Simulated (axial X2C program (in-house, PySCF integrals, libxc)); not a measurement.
**Potential curves of Se₂, two-component**

All values were computed with an in-house relativistic program for diatomic molecules. Two-component (2c) means X2C with spin–orbit coupling and atomic mean-field two-electron Coulomb and Gaunt terms. Basis: Se dyall-cv3z [8s9p6d4f1g] (cores contracted in-house); Gaussian nuclei, density fitting, unrestricted open shells. Masses: Se 79.917 u.

State: Ω = 1 (⟨Sz⟩ = 1.00, ⟨Lz⟩ = 0.00 at PBE0). Energies in cm⁻¹ from the fragments at the same level (Se + Se). Fits are polynomials in 1 − R0/R over 0.85 to 1.23 times the lowest point R0.

```json
{"R (Å)": "2.0370", "PBE0": "-27025", "PW91": "-29643"}
{"R (Å)": "2.1020", "PBE0": "-28418", "PW91": "-31400"}
{"R (Å)": "2.1670", "PBE0": "-28771", "PW91": "-32127"}
{"R (Å)": "2.2428", "PBE0": "-28204", "PW91": "-32004"}
{"R (Å)": "2.3187", "PBE0": "-26871", "PW91": "-31119"}
{"R (Å)": "2.4162", "PBE0": "-24409", "PW91": "-29227"}
```

The state is one determinant whose occupation by symmetry is held fixed; it was picked as the lowest of a PBE0 search that is not exhaustive. De is counted from the lowest determinant-based energies of the atoms at the same level, without counterpoise correction. Density functionals use the spin component along the axis (collinear). PBE0 can misorder states that lie within some tenths of an eV, so this need not be the ground state of the molecule. The nearest other 2c determinant of the search, Ω = 0, lies 0.37 eV up at the distance of the search. Without a current term, density functionals place determinants with orbital angular momentum somewhat too high. With several unpaired electrons one determinant need not be a pure state. Open-shell Ω = 0 determinants with evenly filled partner blocks cannot be reached by this program, so the Ω shown need not be the lowest component. This is the Ω = 1 component of a π² triplet; the 0⁺ component is not one determinant and can lie lowest.

Q: Fit the PBE0 curve near its minimum: give the equilibrium distance, the harmonic wavenumber and the well depth.

A: At PBE0, 2c: Re = 2.161 Å, ωe ≈ 401 cm⁻¹, De = 3.57 eV to Se + Se; Be follows as 0.0904 cm⁻¹.

Q: What are Re, ωe and De at the PW91 level?

A: At PW91, 2c: Re = 2.194 Å, ωe ≈ 371 cm⁻¹, De = 3.99 eV to Se + Se; Be follows as 0.0877 cm⁻¹.
